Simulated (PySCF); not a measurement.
## Dipole response of Ta²⁺ (tantalum, charge +2)

[Xe] 4f14 5d3, high-spin 4F determinant. Computed with PySCF 2.14 in x2c-TZVPPall with one added diffuse shell each of s, p, d, f type (12s8p8d4f1g, 113 functions), with the spin-free X2C one-electron Hamiltonian (Gaussian nucleus). Coupled (time-dependent) response in atomic units; α is the mean over directions.

```csv
method,mean α (bohr³),C₆ (like pair),S(−4)
UHF,13.56,77.03,98.59
```

S(−4) is the Cauchy moment in α(ω) = α(0) + S(−4) ω² + …

Spin-orbit coupling is absent.

α(iu) at UHF:

```csv
u (hartree),α(iu) (bohr³)
0,13.56
0.0500,13.32
0.100,12.69
0.200,10.93
0.300,9.282
0.500,6.962
0.750,5.192
1.00,4.049
1.50,2.668
2.00,1.883
3.00,1.066
5.00,0.4648
```

For an ion, C₆ is the dispersion term alone; charge-induced terms of lower order in 1/R come first.

Spin-orbit coupling, absent here, splits the open shell strongly.
